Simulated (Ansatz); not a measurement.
Total energies of Br3FSi, SMILES `F[Si](Br)(Br)Br`.

| atom | x (Å) | y (Å) | z (Å) |
| --- | --- | --- | --- |
| F1 | -1.529 | 0.560 | 0.366 |
| Si2 | -0.083 | 0.030 | 0.020 |
| Br3 | 0.016 | -2.079 | 0.576 |
| Br4 | 0.236 | 0.285 | -2.126 |
| Br5 | 1.360 | 1.204 | 1.165 |

The species carries charge 0 and has multiplicity 1. Correlated methods include outer-core shells of Br, which these sets cover unevenly. Scalar relativity is left out up to krypton. All single points use the PBE0-D4/def2-TZVP geometry. Basis def2-TZVPP, Ansatz 0.2.0.

RPA on PBE orbitals: Hartree–Fock energy of these orbitals -8105.82299 Eh, correlation -1.74671 Eh (frozen core).

```csv
functional,energy without D4 (Eh),D4 term (kJ/mol)
PBE,-8110.67330,-24.6
BLYP,-8112.13559,-52.4
r2SCAN,-8111.97027,-5.1
PBE0,-8110.96863,-21.2
B3LYP,-8112.16971,-41.1
r2SCANh,-8111.96155,-5.8
BHLYP,-8112.01458,-38.9
CAM-B3LYP,-8112.43465,-22.4
ωB97X-V,-8111.28897,–
PBE-QIDH,-8109.95078,–
```

(1) Give the same for LDA (SPW92), revPBE, B97M-V, r2SCAN0, HSE06 (plane-wave form), LC-ωPBE, ωB97M-V, B2PLYP. (An estimate is asked.)

B3LYP takes the VWN-RPA correlation (the form of Gaussian; ORCA's B3LYP/G). HSE06 is the plane-wave form, built on full-range PBE exchange. The double hybrids freeze the cores in their second-order part.

## Answers

(1) Ansatz gave: 
| functional | energy without D4 (Eh) | D4 term (kJ/mol) |
| --- | --- | --- |
| LDA (SPW92) | -8099.62966 | – |
| revPBE | -8111.30684 | -56.5 |
| B97M-V | -8110.57918 | – |
| r2SCAN0 | -8111.95016 | -6.5 |
| HSE06 (plane-wave form) | -8110.97210 | -20.3 |
| LC-ωPBE | -8110.86083 | – |
| ωB97M-V | -8111.61333 | – |
| B2PLYP | -8110.75762 | – |

LC-ωPBE has ω = 0.4 bohr⁻¹.
